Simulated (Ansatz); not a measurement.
`[OH][GeH2][SiH](O)Cl`, charge 0, multiplicity 1.

Q: Give a relaxed structure at PBE0-D4/def2-TZVP (Ansatz 0.2.0). (An estimate is asked.)

A: Computed: 
Cartesian coordinates in Å:
```
O 2.244 -0.548 -0.214
Ge 1.059 0.273 0.845
Si -1.001 0.434 -0.347
O -1.208 -1.063 -0.989
Cl -2.534 0.905 0.953
H 1.891 -1.365 -0.572
H 0.865 -0.531 2.147
H 1.696 1.635 1.149
H -1.056 1.477 -1.404
H -1.956 -1.218 -1.568
```
This is one stationary point; other conformers may exist.
